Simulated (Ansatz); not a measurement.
Molecular dynamics of H₁₉NO₈

Input file:

```yaml
accuracy: low
crystal:
  lattice:
    - [6.308831, 0.0, 0.0]
    - [0.0, 6.308831, 0.0]
    - [0.0, 0.0, 6.308831]
  atoms:
    - { symbol: O, position: [0.73057047, 0.67708083, 0.97914646] }
    - { symbol: H, position: [0.5849738, 0.61897403, 0.96877282] }
    - { symbol: H, position: [0.80463847, 0.59035866, 0.87208582] }
    - { symbol: O, position: [0.24001995, 0.1638204, 0.63989096] }
    - { symbol: H, position: [0.34730722, 0.20647472, 0.53262681] }
    - { symbol: H, position: [0.14947488, 0.0484829, 0.57916005] }
    - { symbol: O, position: [0.77631993, 0.07588205, 0.10892799] }
    - { symbol: H, position: [0.86761379, 0.0291776, 0.22832675] }
    - { symbol: H, position: [0.74279299, -0.06360405, 0.04170725] }
    - { symbol: O, position: [0.96617062, 0.90110686, 0.46433269] }
    - { symbol: H, position: [0.83612755, 0.87003885, 0.54255592] }
    - { symbol: H, position: [1.01511617, 0.75408497, 0.40462224] }
    - { symbol: O, position: [0.33769073, 0.52733302, 0.88653847] }
    - { symbol: H, position: [0.36736893, 0.60748493, 0.75445286] }
    - { symbol: H, position: [0.31411913, 0.3815003, 0.8381274] }
    - { symbol: O, position: [0.56454644, 0.31893293, 0.40019022] }
    - { symbol: H, position: [0.67104609, 0.30533286, 0.51506946] }
    - { symbol: H, position: [0.62156626, 0.23606555, 0.27879871] }
    - { symbol: O, position: [0.51006845, 0.72522252, 0.53628907] }
    - { symbol: H, position: [0.42690432, 0.8312379, 0.46361935] }
    - { symbol: H, position: [0.5195859, 0.60234536, 0.44016164] }
    - { symbol: O, position: [0.8464715, 0.32755551, 0.74449736] }
    - { symbol: H, position: [0.8236385, 0.24080226, 0.87363773] }
    - { symbol: H, position: [0.99442865, 0.2954949, 0.70446381] }
    - { symbol: "N", position: [0.06652142, 0.54302769, 0.28541366] }
    - { symbol: H, position: [0.19113068, 0.54374941, 0.18235899] }
    - { symbol: H, position: [0.07510396, 0.40590509, 0.37099732] }
    - { symbol: H, position: [-0.06563422, 0.53726155, 0.19083531] }
basis:
  ecutwfc: 420.0
kpoints:
  mp_grid: { grid: [1, 1, 1] }
hamiltonian:
  xc: pbe
  dispersion: d3bj
scf:
  occupations: { method: fermi_dirac, width: 0.02 }
  lower_state_search: "off"
md:
  timestep: 0.5
  n_steps: 300
  ensemble: nvt_langevin
  temperature: 250.0
  initial_velocities: maxwell_boltzmann
  seed: 447103
  friction: 0.02
```

Run as:

```bash
$ ansatz run input.yaml --threads 1 --pin off --max-ram 3072MiB --backend cpu --events-out ev --progress --plain --runs-dir out
```

It starts from a partly relaxed structure (largest force component 0.15 eV/Å).

Output, in part (step lines):

```
md step     0: t =     0.00 fs  T =   241.1 K  F+E_penalty+E_count = -5231.29688580 eV  E_kin = 0.872505 eV  (8 SCF iters)
md step     1: t =     0.50 fs  T =   235.6 K  F+E_penalty+E_count = -5231.26433096 eV  E_kin = 0.852582 eV  (8 SCF iters)
md step     2: t =     1.00 fs  T =   214.2 K  F+E_penalty+E_count = -5231.18260723 eV  E_kin = 0.775295 eV  (8 SCF iters)
md step     3: t =     1.50 fs  T =   177.8 K  F+E_penalty+E_count = -5231.07948119 eV  E_kin = 0.643679 eV  (8 SCF iters)
md step     4: t =     2.00 fs  T =   151.4 K  F+E_penalty+E_count = -5230.98623594 eV  E_kin = 0.547992 eV  (8 SCF iters)
md step     5: t =     2.50 fs  T =   134.8 K  F+E_penalty+E_count = -5230.92668446 eV  E_kin = 0.487883 eV  (6 SCF iters)
md step     6: t =     3.00 fs  T =   125.1 K  F+E_penalty+E_count = -5230.90759391 eV  E_kin = 0.452858 eV  (6 SCF iters)
md step     7: t =     3.50 fs  T =   140.4 K  F+E_penalty+E_count = -5230.91874277 eV  E_kin = 0.508146 eV  (5 SCF iters)
[... lines left out ...]
md step   300: t =   150.00 fs  T =   271.5 K  F+E_penalty+E_count = -5230.47803269 eV  E_kin = 0.982670 eV  (8 SCF iters)
```

The steps, from the saved trajectory:

```
time (fs)  T (K)  potential energy less start (eV)
      0.0    241                             0.000
      5.0    167                             0.301
     10.0    179                             0.324
     15.0    116                             0.534
     20.0    185                             0.319
     25.0    114                             0.552
     30.0    133                             0.424
     35.0    139                             0.476
     40.0    223                             0.349
     45.0    182                             0.521
     50.0    217                             0.502
     55.0    197                             0.704
     60.0    263                             0.692
     65.0    229                             0.766
     70.0    288                             0.627
     75.0    275                             0.754
     80.0    280                             0.786
     85.0    281                             0.806
     90.0    255                             0.881
     95.0    256                             0.941
    100.0    278                             0.902
    105.0    285                             0.915
    110.0    256                             0.856
    115.0    246                             0.897
    120.0    279                             0.790
    125.0    257                             0.796
    130.0    262                             0.740
    135.0    253                             0.662
    140.0    276                             0.747
    145.0    284                             0.687
    150.0    272                             0.819
```

The run went to its last step. A run of 0.15 ps of so small a system gives no equilibrium averages. Limits of this set-up: coarse k mesh, low accuracy level.

Mean squared displacements from the first frame to the last, about the centre of mass: O 0.09 Å², H 0.21 Å², N 0.09 Å².

Last frame:

```xyz
28
Lattice="6.3088 0.0000 0.0000 0.0000 6.3088 0.0000 0.0000 0.0000 6.3088" Properties=species:S:1:pos:R:3
O 4.415 4.096 6.549
H 3.505 3.782 6.226
H 4.976 3.387 6.068
O 1.404 0.943 3.945
H 2.188 1.035 3.433
H 0.906 0.143 3.665
O 5.003 0.187 0.789
H 5.794 -0.045 1.374
H 4.691 -0.725 0.465
O 6.247 5.479 3.067
H 5.323 5.258 3.210
H 6.646 4.647 2.516
O 2.169 3.293 5.403
H 2.403 3.912 4.673
H 2.075 2.404 5.034
O 3.806 1.639 2.599
H 4.268 1.420 3.450
H 4.061 0.999 1.896
O 3.742 4.369 3.341
H 3.462 4.550 2.398
H 4.131 3.488 3.254
O 5.309 1.917 4.975
H 5.044 1.323 5.715
H 6.277 1.742 4.719
N 0.653 3.389 1.629
H 1.255 3.622 0.814
H 1.181 2.728 2.164
H -0.239 3.031 1.411
```

The run took 7.2 min on 1 thread of Arm Neoverse V1 (shared host), peak memory 0.39 GiB.
